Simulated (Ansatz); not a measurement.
Consider the formal exchange of groups at a B–O bond: `SB[O][AlH][Cl]` + `CCC` → `CCBS` + `C[O][AlH][Cl]`.

Computed with Ansatz on PBE0-D4/def2-TZVP structures; ΔE is electronic, products minus reactants. CCSD(T)/CBS adds triple-zeta CCSD(T) − MP2 to the extrapolated MP2 energy (def2 sets, frozen cores). This one scheme is used for every species. DFT in def2-TZVPP. HSE06 is defined as in plane-wave codes. Each species was taken in one conformer, which may not be the lowest.

| level | ΔE (eV) |
| --- | --- |
| PBE0-D4 | 1.84 |
| PBE0 | 1.84 |
| HSE06 | 1.84 |
| CCSD(T)/def2-SVP | 1.98 |
| MP2/def2-QZVPP | 1.94 |
| HF/CBS(def2) | 1.99 |
| MP2/CBS(def2) | 1.94 |
| CCSD/CBS(def2) | 1.91 |

(1) What does CCSD(T)/CBS give? (Estimate.)

Largest T1 diagnostic among the species: 0.013.

## Answers

(1) The calculation gave: +1.90 eV. The listed levels differ from it by -0.06, -0.06, -0.06, 0.08, 0.04, 0.09, 0.04, 0.01 eV.

From BLYP to BHLYP (50 % exact exchange), in def2-TZVPP and without D4, ΔE moves by +0.11 eV. Leaving LDA and LC-ωPBE aside and taking each functional with its dispersion term where it has one, the values, not all of them listed here, spread over 0.15 eV, from revPBE-D4 to BHLYP-D4. LDA lies +0.04 eV from PBE without D4.
